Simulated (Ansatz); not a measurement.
Reaction (redistribution): `N[Si](N)(F)Cl` + `B[SiH2]Br` → `N[Si](N)(Cl)Br` + `B[SiH2]F`

Isolated molecules relaxed with PBE0-D4/def2-TZVP in Ansatz; ΔE leaves out vibrations. CBS: MP2 limit from def2 TZ/QZ plus the TZ coupled-cluster correction, frozen cores. Functionals use def2-TZVPP. HSE06 is defined as in plane-wave codes. For Br outer-core shells are correlated without core-valence functions, which leaves a few kJ/mol of doubt a bond. Scalar relativity is left out up to krypton. Each species was taken in one conformer, which may not be the lowest.

Task: Is it downhill or uphill in electronic energy at CCSD(T)/CBS, and by how much? (An estimate is asked.)

Result: Computed: Uphill: ΔE = +0.24 eV.

Task: What do these levels give: LDA (SPW92), BHLYP-D4, CAM-B3LYP-D4, ωB97X-V, ωB97M-V, revPBE, r2SCANh, r2SCAN0, HSE06, HF/def2-TZVPP, CCSD/def2-TZVPP, HF/def2-QZVPP? (Best estimate.)

Result: Computed: LDA (SPW92) 0.25, BHLYP-D4 0.25, CAM-B3LYP-D4 0.25, ωB97X-V 0.25, ωB97M-V 0.25, revPBE 0.24, r2SCANh 0.27, r2SCAN0 0.29, HSE06 0.27, HF/def2-TZVPP 0.32, CCSD/def2-TZVPP 0.28, HF/def2-QZVPP 0.32 eV.

Largest T1 diagnostic among the species: 0.012.

Leaving LDA and LC-ωPBE aside and taking each functional with its dispersion term where it has one, the values, not all of them listed here, spread over 0.09 eV, from BLYP-D4 to r2SCAN0-D4. In def2-TZVPP, CCSD(T) changes the Hartree–Fock value by −0.06 eV (the triples alone add −0.01 eV) and MP2 by −0.10 eV.
